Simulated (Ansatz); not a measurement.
Consider the ligand exchange at a B–C bond: `CB(O)C=O` + CH₃OH → `COB(C)O` + `C=O`.

Isolated molecules relaxed with PBE0-D4/def2-TZVP in Ansatz; ΔE leaves out vibrations. CCSD(T)/CBS adds triple-zeta CCSD(T) − MP2 to the extrapolated MP2 energy (def2 sets, frozen cores). This one scheme is used for every species. DFT in def2-TZVPP. One conformer a species, not always the lowest.

```json
{"species": "`CB(O)C=O`", "B2PLYP energy (Eh)": "-254.47690"}
{"species": "CH₃OH", "B2PLYP energy (Eh)": "-115.68264"}
{"species": "`COB(C)O`", "B2PLYP energy (Eh)": "-255.74017"}
{"species": "`C=O`", "B2PLYP energy (Eh)": "-114.46841"}
```

Work out ΔE.

ΔE = (-255.74017) + (-114.46841) − (-254.47690) − (-115.68264) = -0.04904 Eh = -128.8 kJ/mol. CCSD(T)/CBS gives -125.9 kJ/mol.

Largest T1 diagnostic among the species: 0.015.

Leaving LDA and LC-ωPBE aside and taking each functional with its dispersion term where it has one, the values, not all of them listed here, spread over 15.6 kJ/mol, from BHLYP-D4 to PBE-D4. LDA lies −5.4 kJ/mol from PBE without D4. At CCSD(T), def2-SVP lies −13.9 kJ/mol from the extrapolated value and def2-TZVPP −2.7 kJ/mol.
